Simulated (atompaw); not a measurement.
## Before and after: PAW (atompaw) potential for As

```json
{"Element": "As", "Generator": "atompaw 4.2.0.5", "Type": "PAW", "Functional": "PBE", "Relativity": "scalar-relativistic", "Frozen core": "[Ar] 3d10", "Valence charge": "5", "Reference configuration": "4s1 4p4", "Partial waves": "4s (bound): rc 2.20 bohr; 4s channel at 2 Ry: rc 1.15 bohr; 4p (bound): rc 2.20 bohr; 4p channel at -0.05 Ry: rc 2.20 bohr; 4d channel at 0.35 Ry: rc 2.20 bohr", "Local potential": "bessel scheme, radius 1.55 bohr", "Core correction": "smooth core density matched at 1.75 bohr", "Augmentation charge": "sinc compensation charge, radius 2.00 bohr; PAW radius 2.20 bohr; waves and projectors: custom polynom vanderbiltortho"}
```

Change: wave 4s channel at 2 Ry: rc 1.15 bohr becomes 4s channel at 2 Ry: rc 2.16 bohr.

Cutoffs: the cutoffs (Ry, on a coarse ladder) from which the occupation-weighted sum of valence levels, in a spherical-Bessel basis at the reference potential, stays within 10 and 1 mRy of its value at 400 Ry; they do not see the model core or the augmentation charge, which bear on the density cutoff.

**Question.** What does the change do?

**Answer.** Both files are very soft, the changed one slightly harder (loose and tight cutoff 8 and 10 Ry → 8 and 12 Ry on this coarse ladder); the bound ghost in s disappears; the range in which the s phases agree widens (upper end -0.8 → 4.8).

| quantity | base | changed |
| --- | --- | --- |
| cutoff, loose | 8 Ry | 8 Ry |
| cutoff, tight | 10 Ry | 12 Ry |
| bound ghosts | s | none |
| s: phases at 2.21 bohr within 0.05 rad from the reference energy up to (Ry; the scan ends near 5) | -0.8 | 4.8 |
| p: phases at 2.21 bohr within 0.05 rad from the reference energy up to (Ry; the scan ends near 5) | to the end of the scan | to the end of the scan |
| d: phases at 2.21 bohr within 0.05 rad from the reference energy up to (Ry; the scan ends near 5) | 1.3 | 1.3 |
| lowest overlap eigenvalue by channel | s 0.10, p 0.59, d 1.00 | s 0.17, p 0.59, d 1.00 |

 A true bound ghost makes a file unfit for plane-wave use even where its test errors are small: the radial tests pick states by their node count and pass the ghost by. The cutoffs see the waves, projectors and local potential, not the compensation charge or the core.
